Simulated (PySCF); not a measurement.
**Ge⁺: ionisation energy**

Ge⁺ [Ar] 3d10 4s2 4p1 (2P) → Ge²⁺ [Ar] 3d10 4s2 (1S), as a difference of total energies. All numbers are calculated (PySCF 2.14, the spin-free X2C one-electron Hamiltonian (Gaussian nucleus), in aug-cc-pVDZ-DK). Correlated levels: valence: [Ar] 3d10 frozen. The calculations carry no spin-orbit coupling.

```csv
method,ionisation energy (eV)
UHF,15.231
PBE0,15.819
TPSS,15.817
MP2 (valence),15.380
SCS-MP2 (valence),15.360
CCSD (valence),15.453
CCSD(T) (valence),15.466
```

Q: How much does correlation contribute at CCSD(T) (valence)?

A: 15.466 − (15.231) = 0.235 eV, measured against UHF.

Errors of the correlated levels include the incompleteness of this basis and the frozen core.

For comparison: 15.789 eV (measured; NIST levels, between the centres of gravity of the two terms).
